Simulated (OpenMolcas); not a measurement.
Ti2+ with 4 ligands (oxide) in tetrahedral coordination (Td) at 2.11 Å. A charge of +1.5 e stands 3.2 Å behind each ligand. Ligand basis ANO-RCC-VDZP.
```
Ti    0.0000    0.0000    0.0000
O     1.2182    1.2182    1.2182
O     1.2182   -1.2182   -1.2182
O    -1.2182    1.2182   -1.2182
O    -1.2182   -1.2182    1.2182
```

```
Program             : OpenMolcas
Method              : CASSCF
Basis               : ANO-RCC-VDZP [5s4p2d1f]
Scalar Hamiltonian  : DKH2, point nucleus
Active space        : 2 electrons in 5 orbitals (3d)
State averaging     : 2S+1 = 3 even, 10 roots; 2S+1 = 1 even, 15 roots
Spin-orbit coupling : RASSI with atomic mean-field integrals over the reference wave functions
```

What is the spin-free ground state (labels of Td)?

3A2, 1-fold in its orbital part; it has the highest spin that d2 allows.

Where is the first state of the same spin?

3T2 at 3200 cm-1 above the ground state.

What are the lowest two levels with spin-orbit coupling?

A 3-fold level T2, then a 1-fold level A2 3165 cm-1 above it. Their leading multiplicities are 3 (100 %) and 3 (100 %).

What is χT at 300 K, and how does it compare with the textbook value?

The lowest level has 2S+1 = 3, for which the spin-only value is χT = S(S+1) / 2 = 1.000 cm3 K/mol (g = 2). The computed 1.035 at 300 K differs by +0.035, through orbital momentum, spin-orbit coupling and any other state in reach.

Without dynamic correlation the repulsion within the d shell is too large (B by tens of per cent), so at a given field states of lower spin stand too high. The oxide ions are held by bare point charges, a crude embedding. Ligand-to-metal charge-transfer states are missing. With no ligand orbital active B as a rule stays too high, so bands that hang on it stand too high and its fall with covalency is understated. With metal d orbitals alone and no dynamic correlation the field as a rule comes out too small, by tens of per cent, by up to half for chloride and softer ligands. No measured value stands beside these numbers; the geometry is a model, was not optimised and need not be the one that this ion takes.
